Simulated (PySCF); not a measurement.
From one molecule to another.

First species: C₃H₈OSi.
InChI=1S/C3H8OSi/c1-2-3-4-5/h2H,1,3H2,5H3

Second species: SnCl(NHMe)3, C3H12ClN3Sn.
SMILES: `C[NH][Sn]([Cl])([NH]C)[NH]C`

Levels: PBE0/def2-SVPD for HOMO energy, LUMO energy, HOMO–LUMO gap and static isotropic polarisability; TDDFT PBE0/def2-SVPD for lowest singlet excitation; TDA PBE0/def2-SVPD for lowest triplet excitation (Tamm–Dancoff). Geometries: PBE0-D3(BJ)/def2-SVP. Each species is one conformer at its optimised geometry, gas phase (atoms past krypton carry core potentials, spin–orbit coupling is left out); the electronic structure was computed with PySCF and density fitting.

Dipoles, sizes and rotational constants follow the conformer. The torsions of the flexible species, by atom-mapped SMILES:
- `[CH2:1]=[CH:2][CH2:3][O:4][SiH3:5]`: C1–C2–C3–O4 -131°, C2–C3–O4–Si5 177°

Values for the first species:

- HOMO energy: -7.70 eV
- LUMO energy: -0.19 eV
- HOMO–LUMO gap: 7.51 eV
- Lowest singlet excitation: 6.57 eV
- Lowest triplet excitation (Tamm–Dancoff): 4.32 eV
- Static isotropic polarisability: 70.2 au

Problem. Estimate the same properties for the second species, and the change in each.

Solution. 
```
                                property     first    second  second less first
                             HOMO energy  -7.70 eV  -6.75 eV           +0.95 eV
                             LUMO energy  -0.19 eV  -0.96 eV           -0.77 eV
                           HOMO–LUMO gap   7.51 eV   5.79 eV           -1.72 eV
               lowest singlet excitation   6.57 eV   4.61 eV           -1.96 eV
lowest triplet excitation (Tamm–Dancoff)   4.32 eV   4.08 eV           -0.24 eV
         static isotropic polarisability   70.2 au  116.5 au           +46.3 au
```

On the first: No computed singlet falls in the visible range (750 to 380 nm, 1.65 to 3.26 eV); S1 lies 3.31 eV above its blue end. S1 lies 0.94 eV below the HOMO–LUMO gap; its leading configuration is HOMO→LUMO, weight 0.54, beside HOMO−1→LUMO, weight 0.39.

On the second: S1 lies 1.18 eV below the HOMO–LUMO gap; its leading configuration is HOMO→LUMO, weight 0.96. The principal polarisabilities are 106.6, 114.6 and 128.3 au; their mean is the isotropic value. Atoms past krypton carry effective core potentials; spin–orbit coupling is left out.
